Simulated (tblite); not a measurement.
C₄H₇ (SMILES [CH]=C(C)C), doublet, geometry from GFN2-xTB; GFN1-xTB with ALPB(water) in tblite.

Here is a job for tblite.
```
$ tblite run mol.xyz --method gfn1 --charge 0 --spin 1 --alpb water --json tblite.json --no-restart

# file mol.xyz
11

C     -0.01583438     0.01152779     1.49894858
C     -0.00222843     0.02374520     0.20492787
H     -0.02223869    -0.69129602     2.29786866
C      0.00269449     1.29161997    -0.60733811
H     -0.00662782     2.16401956     0.03942821
H      0.89090871     1.32760594    -1.23693731
H     -0.87224194     1.32254452    -1.25552371
C      0.01033407    -1.24161286    -0.64220029
H      0.00629703    -2.13018294    -0.01726348
H     -0.86735589    -1.25472468    -1.28612343
H      0.90146410    -1.24964698    -1.26747727
```

It wrote (shortened):

```
xTB calculator
 | screened Coulomb repulsion
 | Coulomb electrostatics
 |  * isotropic Klopman-Ohno-Mataga-Nishimoto electrostatics
 |  * onsite third-order electrostatics
 | DFT-D3(BJ) dispersion correction
 | Interactions (3)
 | [1] alpb/gbsa reaction field model
 | [2] cds contribution to solvation
 | [3] empirical free energy shift and standard state/solvent correction

halogen bonding energy    0.0000000000000E+00 Eh
repulsion energy          2.0850385049868E-01 Eh
dispersion energy        -3.0753716379149E-03 Eh
interaction energy        1.3329969884698E-03 Eh
number of electrons       2.3000000000000E+01 e
integral cutoff           1.9731147476801E+01 bohr

------------------------------------------------------------
  cycle        total energy    energy error   density error
------------------------------------------------------------
      1     -12.10607698986  -1.2312838E+01   5.8950956E-01
      2     -12.10997431548  -3.8973256E-03   3.5318241E-01
      3     -12.10919467667   7.7963880E-04   3.1924084E-02
      4     -12.11030419191  -1.1095152E-03   1.6754188E-03
      5     -12.11030758302  -3.3911102E-06   6.1954813E-04
      6     -12.11030779896  -2.1594065E-07   1.4358023E-04
      7     -12.11030782052  -2.1560385E-08   1.4129502E-05
------------------------------------------------------------

electronic energy        -1.2317069296372E+01 Eh
total energy             -1.2110307820523E+01 Eh

Post processing:
 | Mayer-Wiberg bond orders

[Info] JSON dump of results written to 'tblite.json'
```
